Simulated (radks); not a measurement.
Values are calculated unless marked as measured or tabulated.
How relativity changes the ionisation of the arsenic ion As+ ([Ar] 3d10 4s2 4p2) to As2+ ([Ar] 3d10 4s2 4p1). Spin-unpolarised spherical Kohn-Sham, BLYP, point nucleus unless stated (finite: rms radius 4.0968 fm), a radial shooting solver on a logarithmic mesh with Libxc functionals. A level marked "c x" has the speed of light scaled by that factor and shares open shells by 2j + 1; other Dirac levels either fill j = l - 1/2 first or share by 2j + 1.

level                               E(As+) (hartree)  E(As2+) (hartree)  IE (eV)   HOMO  <r> HOMO (bohr)
non-rel.                                 -2235.54001        -2234.88379   17.856     4p            2.326
scalar-rel.                              -2260.88916        -2260.23297   17.856     4p            2.320
scalar-rel., finite nucleus              -2260.87417        -2260.21799   17.856     4p            2.320
Dirac, 2j+1 shares                       -2261.01068        -2260.35435   17.860  4p3/2            2.333
Dirac, low j first                       -2261.02720        -2260.36424   18.040  4p1/2            2.298
Dirac, 2j+1 shares, finite nucleus       -2260.99569        -2260.33935   17.860  4p3/2            2.333
Dirac, c x 0.75                          -2281.88238        -2281.22587   17.865  4p3/2            2.338
Dirac, c x 3                             -2238.29892        -2237.64270   17.857  4p3/2            2.327
Dirac, c x 5                             -2236.53124        -2235.87502   17.856  4p3/2            2.327

NIST Atomic Spectra Database: 18.589 eV (measured). The relativistic part of the total energy of As+ is -25.46 hartree (Dirac, 2j+1 shares, finite nucleus), 1.1 % of the non-relativistic value. Spin polarisation and multiplet splitting of open shells are left out at every level.

Beside tabulated values, note that spin-unpolarised runs miss the spin-polarisation part of the exchange energy of open shells.
